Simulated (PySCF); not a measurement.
Gas-phase reaction: 3 SnH₂ + 6 F → 2 SnH₃F + SnF₄

Computed with PySCF and rigid-rotor harmonic-oscillator thermochemistry at 1 bar. † marks an energy on the PBE0/def2-TZVP geometry and frequencies. MP2 freezes the core. Open shells (unrestricted): F (multiplicity 2); the rest are closed-shell singlets. Spin-orbit splitting is ignored; it lowers the true energy and changes the entropy of F. Sn: scalar-relativistic def2 core potential, no spin-orbit coupling. SnH₂, SnH₃F: computed as isolated molecules; such fragments, hydroxides, amides, oligomers or adducts are transient or little studied in the gas. MP2 isn't extrapolated to the basis-set limit.

PBE0/def2-QZVP† gives ΔH°(298 K) = -2524 kJ.

**Question.** What do PBE/def2-TZVP†, ωB97M-V/def2-TZVP†, MP2/def2-SVP† give?

**Answer.** PBE/def2-TZVP†: -2629 kJ; ωB97M-V/def2-TZVP†: -2556 kJ; MP2/def2-SVP†: -2552 kJ. For scale, ΔH°(298 K) is -2524 kJ at this level, -2556 kJ at ωB97M-V/def2-TZVP†, and runs from -3072 to -1752 kJ over the 18 levels computed.
